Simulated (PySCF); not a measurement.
## Correlation energy of Mo (molybdenum, neutral)

Starting occupation: [Kr] 4d5 5p1, 4d5/2 with m_j = -3/2, -1/2, +1/2, +3/2, +5/2, 5p3/2 with m_j = +3/2. All numbers are calculated (PySCF 2.14, X2C-1e with screened-nucleus spin-orbit coupling, Gaussian nucleus, in x2c-TZVPall-2c with one added diffuse shell each of s, p, d type (9s10p8d1f, 86 functions)). Frozen: [Ar] 3d10; 14 electrons correlated; the 6 highest virtual spinors left out.

MP2 pair energies summed by pair of shells (mhartree):

```tsv
pair	energy	share (%)
4d-4p	-111.81	39.8
4p-4p	-69.34	24.7
4d-4d	-47.12	16.8
4p-4s	-24.02	8.5
4d-4s	-12.35	4.4
4d-5p	-8.20	2.9
4s-4s	-4.23	1.5
4p-5p	-3.73	1.3
4s-5p	-0.20	0.1
```

Total MP2 correlation energy: -280.99 mhartree.

The GHF reference relaxed away from the jj start to a determinant that is no pure jj level (⟨S²⟩ = 12.00, ⟨J²⟩ = 20.03); the energies belong to that determinant.

This basis was not built for core-valence correlation, so the inner-shell part is incomplete.
